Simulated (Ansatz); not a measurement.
Molecule: As$_{2}$ (charge +1, doublet). SMILES of the parent species: [As]#[As]
Coordinates optimised at B3LYP-D3(BJ)/def2-TZVP (Ansatz, a first-principles code):
```
As
As 1 2.2054
```
Charge +1, spin multiplicity 2.

Parts of the frozen-core correlation energy in cc-pVDZ (Ansatz, hartree). Frozen orbitals: 28; correlated occupied orbitals by spin: 5 and 4; virtual: 21 and 22. UHF or UKS for open shells. No spin-orbit coupling. No relativistic terms.

```csv
term,value
reference (HF),-4468.04215
MP2 opposite-spin,-0.10500
MP2 same-spin,-0.03457
CCSD correlation,-0.18326
(T),-0.01013
CCSDT minus CCSD(T),-0.00234
T1 diagnostic,0.097
largest doubles amplitude,0.204
<S^2> of the reference,1.325
```
